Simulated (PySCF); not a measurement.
BrCs, SMILES [Br][Cs] (connectivity only; charge and spin as stated), charge -1, multiplicity 2. Atoms are numbered in the order given.

```xyz
2

Cs     0.0000     0.0000    -1.2992
Br     0.0000     0.0000     2.0417
```
Charge -1, spin multiplicity 2.

Coordinates come from a B3LYP-D3(BJ)/def2-TZVPD optimisation. The spin state was assumed, not searched. The def2 effective core potentials stand for the cores of Cs; spin–orbit coupling is left out.

These are B3LYP-D3(BJ)/def2-TZVPD (PySCF 2.14.0) values and carry that method's errors.

Frequencies are harmonic and unscaled.

Computed vibrational spectrum:
| mode | ν (cm⁻¹) | IR (km/mol) | moving atoms (share of kinetic energy) |
|---|---|---|---|
| 1 | 102 | 23.2 | Br 62 %, Cs 38 % |
